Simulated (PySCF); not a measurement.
Species: C₃H₆F, net charge 0, doublet state. It need not be the lowest isomer of its formula. SMILES: [CH2]CCF
Geometry from a B3LYP-D3(BJ)/def2-TZVP (Ansatz) optimisation:
```xyz
10

C      1.6356     0.0549     0.1152
C      0.4682    -0.7509    -0.3229
C     -0.8460    -0.3094     0.2934
F     -1.1329     1.0068    -0.0840
H      1.5226     1.1106     0.3166
H      2.6330    -0.3600     0.0932
H      0.3543    -0.7067    -1.4179
H      0.6156    -1.8100    -0.0849
H     -0.8019    -0.3293     1.3846
H     -1.6741    -0.9328    -0.0505
```
Charge 0, spin multiplicity 2.

Dispersion corrections to the total energy (kcal/mol) from the dftd3 and dftd4 libraries through PySCF: D3(BJ) without and D4 with the three-body term, each with the damping fitted for the functional named.

```csv
functional,D3(BJ),D4
revPBE,-9.47,___
HSE06,-2.04,-2.39
B3LYP,-5.90,-5.04
HF,-29.60,-12.77
r2SCAN,-0.94,___
B2PLYP,___,-2.19
CAM-B3LYP,-2.46,-2.57
```

Question: Fill in the missing entries.

Answer: 
- revPBE, D4: -11.78
- r2SCAN, D4: -0.78
- B2PLYP, D3(BJ): -2.59
